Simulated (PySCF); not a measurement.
Method: PBE0-D3(BJ)/def2-TZVP (PySCF). Isolated molecules, 0 K electronic values unless said otherwise. 

Reference species (SMILES): `C1[SiH]=[SiH][SiH2]1` (neutral, multiplicity 1).

```json
{
 "HOMO–LUMO gap": "4.28 eV",
 "dipole_moment": "0.70 D"
}
```

Changed species: `C(=[SiH][SiH3])=[SiH2]`.

Question: Give the shifts of the HOMO–LUMO gap and dipole moment.

Answer: the HOMO–LUMO gap goes up by 0.43 eV, to 4.71 eV; the dipole moment falls by 0.35 D, to 0.35 D.
